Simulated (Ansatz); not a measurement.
BF, charge -1, doublet, at a GFN2-xTB geometry (the spin is typed, not shown lowest) (a gas-phase anion, which may not be bound at this level); SC-NEVPT2/6-31G, CASSCF(5,7) run with Ansatz (a program for electronic structure).

Ansatz was given this input:
Ansatz 0.2 input:
```yaml
crystal:
  periodic: [false, false, false]
  atoms:
    - {symbol: B, position_ang: [-0.00000000, -0.00000000, -1.05967647]}
    - {symbol: F, position_ang: [0.00000000, 0.00000000, 0.58870915]}
basis:
  gaussian:
    orbitals: 6-31G
total_charge: -1
correlation: {method: sc_nevpt2, electrons: all, active_space: {window: {electrons: 5, orbitals: 7}}}
magnetization: {spin_polarized: false, initial_magnetization: 1}
```

Problem. Predict the main parts of the log of this Ansatz run.

Solution. 
```
Functional definition: HF
201 factors; integrals over basis functions are off by at most 2.3e-4 eV
mean field evaluation 1: about -3371.9977 eV, gradient 2.7e1 eV
mean field evaluation 2: about -3372.0132 eV, gradient 2.7e1 eV
mean field evaluation 4: about -3373.4907 eV, gradient 1.4e0 eV
mean field evaluation 8: about -3373.5066 eV, gradient 2.3e-3 eV
mean field evaluation 16: about -3373.5066 eV, gradient 4.3e-4 eV
mean field evaluation 32: about -3373.5032 eV, gradient 4.3e-1 eV
mean field -3373.50659714 eV, -123.9740807998 hartree, gradient 1.3e-6 eV, S^2 0.750000; 3 other end points of the search recorded, 0 dependent functions left out
reference -3373.50659714 eV, -123.9740807998 hartree; 8, 7 occupied and 10, 11 virtual orbitals, 201 factors
state -3375.05054417 eV, -124.0308198067 hartree
state -3375.05054417 eV, -124.0308198067 hartree; corrected -3377.87931848 eV, -124.1347753454 hartree
state -3374.81954585 eV, -124.0223307750 hartree
state -3374.81954585 eV, -124.0223307750 hartree; corrected -3378.37550151 eV, -124.1530097353 hartree
state -3374.81954585 eV, -124.0223307750 hartree; corrected -3378.37550151 eV, -124.1530097353 hartree
the orbitals are reached from a further start. From the first start the search ends at -3375.05054346 eV, -124.0308197809 hartree
WARN: the results are in doubt because another end's mean lies 0.231 eV lower, and its corrected mean 0.496 eV higher
Total energy: -3378.37550151 eV, -124.1530097353 hartree
In doubt: another end's mean lies 0.231 eV lower, and its corrected mean 0.496 eV higher
```
